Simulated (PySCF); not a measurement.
## Vertical excitation energies

C6H13As.
SMILES: `C[As](C)CC1CC1`

Computed with TDDFT PBE0/def2-SVPD, vertical, gas phase, core orbitals frozen in the response (PySCF 2.14.0, density-fitted response routines). One conformer (not necessarily the lowest) at the PBE0-D3(BJ)/def2-SVP geometry, without solvent, vibrations or thermal averaging. Relativistic effects, spin–orbit coupling among them, are left out although an element past zinc is present. Torsions of this conformer, `[CH3:1][As:2]([CH3:3])[CH2:4][CH:5]1[CH2:6][CH2:7]1`: C1–As2–C4–C5 168°, As2–C4–C5–C6 149°.

Problem. Predict the UV-vis stick spectrum at this level.

Solution. 

| state | λ (nm) | E (eV) | f | main configurations (H = HOMO, L = LUMO) |
| --- | --- | --- | --- | --- |
| S1 | 202.0 | 6.14 | 0.070 | H→L (86%), H→L+1 (12%) |
| S2 | 201.1 | 6.17 | 0.061 | H→L+1 (86%), H→L (12%) |
| S3 | 193.7 | 6.40 | 0.103 | H→L+2 (93%) |
| S4 | 183.0 | 6.78 | 0.134 | H→L+3 (90%) |
| S5 | 177.8 | 6.97 | 0.024 | H→L+4 (84%), H→L+5 (11%) |
| S6 | 174.4 | 7.11 | 0.012 | H→L+5 (78%), H→L+4 (9%) |
| S7 | 167.9 | 7.38 | 0.028 | H-1→L (61%), H-1→L+1 (28%) |
| S8 | 167.1 | 7.42 | 0.0069 | H→L+6 (75%), H-1→L+2 (8%) |
| S9 | 165.4 | 7.50 | 0.025 | H-1→L+1 (45%), H-1→L+2 (22%), H→L+6 (15%) |
| S10 | 163.5 | 7.58 | 0.039 | H-1→L+2 (57%), H-1→L (20%), H-1→L+1 (13%) |

Triplets (Tamm–Dancoff): T1 5.27 eV, H→L+1 (65%), H→L+4 (9%), H→L (8%); T2 5.29 eV, H→L+2 (48%), H→L (25%), H→L+5 (15%); T3 6.06 eV, H→L (54%), H→L+1 (20%), H→L+2 (16%); T4 6.52 eV, H→L+3 (74%), H→L+6 (9%).

The lowest singlet lies at 6.14 eV (202 nm, ultraviolet) and is of moderate strength; its leading configuration is HOMO→LUMO (86%). The strongest level in the table is S4 at 6.78 eV (183 nm, f = 0.134). Löwdin shares by element: HOMO arsenic 57%, carbon 30% or more; LUMO carbon 22% or more, hydrogen 19% or more, arsenic 12% (atoms not listed hold the other 47%). Weighted by f, the mean energy of these states is 6.69 eV. Of the 10 states listed, 9 reach f = 0.01 and none stays under 0.0005. The listed states span 1.44 eV, and the widest gap between neighbours is 0.38 eV (S3 to S4). The vertical ionisation energy (ΔSCF) is 8.25 eV, 0.67 eV above S10. Singlets were solved by full linear response, triplets in the Tamm–Dancoff approximation.
